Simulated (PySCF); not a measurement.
Harmonic spectrum computed at PBE0 in the def2-TZVP basis family (core potentials from Rb on, PySCF, no spin–orbit coupling):

```json
{"symmetry": "a1", "ω (cm⁻¹)": "96", "IR (km/mol)": "2.0"}
{"symmetry": "a1", "ω (cm⁻¹)": "342", "IR (km/mol)": "30.4"}
{"symmetry": "b2", "ω (cm⁻¹)": "465", "IR (km/mol)": "141"}
```

Q: Which molecule gave it? In each, all ligands are bound to the one heavy central atom.
A. MgBr₂ (singlet)
B. RuBr₂ (quintet)
C. GeBr₂ (singlet)
D. AlBr₂ (doublet)

A: D. It has C2v symmetry with Al–Br 2.267 Å (×2).
